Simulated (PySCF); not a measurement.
H4Si, SMILES [SiH4].

Coordinates come from a TPSSh-D3(BJ)/def2-TZVPD optimisation.

These are TDA-M06-2X/def2-TZVPD (PySCF) values and carry that method's errors.

Vertical excitations; the highest root listed may be one member of a degenerate set. Gas-phase values at a fixed geometry. State labels are in the subgroup D2.

```json
[
 {"state": "S1", "symmetry": "B3", "energy (eV)": "9.10", "λ (nm)": "136", "f": "0.000", "main pairs": "HOMO−2→LUMO+2, HOMO→LUMO+1 (degenerate set)"},
 {"state": "S2", "symmetry": "B1", "energy (eV)": "9.10", "λ (nm)": "136", "f": "0.000", "main pairs": "HOMO−1→LUMO+2, HOMO→LUMO+3 (degenerate set)"},
 {"state": "S3", "symmetry": "B2", "energy (eV)": "9.10", "λ (nm)": "136", "f": "0.000", "main pairs": "HOMO−1→LUMO+1, HOMO−2→LUMO+3 (degenerate set)"},
 {"state": "S4", "symmetry": "B2", "energy (eV)": "9.19", "λ (nm)": "135", "f": "0.147", "main pairs": "HOMO→LUMO (degenerate set)"},
 {"state": "S5", "symmetry": "B1", "energy (eV)": "9.19", "λ (nm)": "135", "f": "0.147", "main pairs": "HOMO−2→LUMO (degenerate set)"},
 {"state": "S6", "symmetry": "B3", "energy (eV)": "9.19", "λ (nm)": "135", "f": "0.147", "main pairs": "HOMO−1→LUMO (degenerate set)"},
 {"state": "S7", "symmetry": "A", "energy (eV)": "9.31", "λ (nm)": "133", "f": "0.000", "main pairs": "HOMO→LUMO+2, HOMO−2→LUMO+1 (degenerate set)"},
 {"state": "S8", "symmetry": "A", "energy (eV)": "9.31", "λ (nm)": "133", "f": "0.000", "main pairs": "HOMO−1→LUMO+3, HOMO−2→LUMO+1 (degenerate set)"},
 {"state": "S9", "symmetry": "A", "energy (eV)": "9.88", "λ (nm)": "126", "f": "0.000", "main pairs": "HOMO−1→LUMO+3 33 %, HOMO−2→LUMO+1 33 %, HOMO→LUMO+2 33 %"},
 {"state": "S10", "symmetry": "B3", "energy (eV)": "10.19", "λ (nm)": "122", "f": "0.253", "main pairs": "HOMO→LUMO+1 36 %, HOMO−2→LUMO+2 36 %, HOMO−1→LUMO+4 18 %"},
 {"state": "T1", "symmetry": "A", "energy (eV)": "8.64", "λ (nm)": "144", "f": "0", "main pairs": "HOMO→LUMO+2 28 %, HOMO−2→LUMO+1 28 %, HOMO−1→LUMO+3 28 %"},
 {"state": "T2", "symmetry": "B3", "energy (eV)": "8.73", "λ (nm)": "142", "f": "0", "main pairs": "HOMO−2→LUMO+2, HOMO→LUMO+1, HOMO−1→LUMO (degenerate set)"},
 {"state": "T3", "symmetry": "B1", "energy (eV)": "8.73", "λ (nm)": "142", "f": "0", "main pairs": "HOMO−1→LUMO+2, HOMO→LUMO+3, HOMO−2→LUMO (degenerate set)"},
 {"state": "T4", "symmetry": "B2", "energy (eV)": "8.73", "λ (nm)": "142", "f": "0", "main pairs": "HOMO−1→LUMO+1, HOMO−2→LUMO+3, HOMO→LUMO (degenerate set)"}
]
```
Triplets are in the Tamm–Dancoff approximation.
